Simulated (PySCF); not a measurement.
Orbital picture of KIn⁺

BLYP at R = 4.093 Å; basis K x2c-SVPall, In x2c-SVPall; spin-free X2C with a Gaussian nucleus; PySCF 2.14. State: ²Σ⁺ (doublet), unpaired electrons σ ↑. Only the outer orbitals are listed, counted within each symmetry.

```
spin  orbital  occ.  ε (eV)  on K (%)  main shells (%)
   α      15σ     1  -12.35         3          97 In s
   α      16σ     1   -6.97        30  69 In p, 24 K s
   α       8π     0   -6.31         4          96 In p
   α       8π     0   -6.31         4          96 In p
   α      17σ     0   -5.29        81  77 K s, 19 In p
   β      15σ     1  -12.04         2          98 In s
   β      16σ     0   -6.34        41  57 In p, 38 K s
   β       8π     0   -6.18         3          97 In p
   β       8π     0   -6.18         3          97 In p
```

Q: Which are the highest filled and the lowest empty level, where do they sit, and how wide is the gap?

A: Highest filled α 16σ at -6.97 eV (in %: 69 In p, 24 K s); lowest empty β 16σ at -6.34 eV (in %: 57 In p, 38 K s); the gap at BLYP is 0.63 eV.

| Quantity | Value |
| --- | --- |
| bond order (Mayer) | 0.49 |
| ⟨S²⟩ | 0.751 |
| charge on K (Mulliken, basis-dependent) | 0.65 |
| charge on K (Löwdin, basis-dependent) | 0.61 |
| dipole moment (positive dipole points towards In; it is taken about the centre of mass and depends on that origin) | -9.50 D |

Spin–orbit coupling is left out. The state was picked by a PBE0 search and need not be the measured ground state.
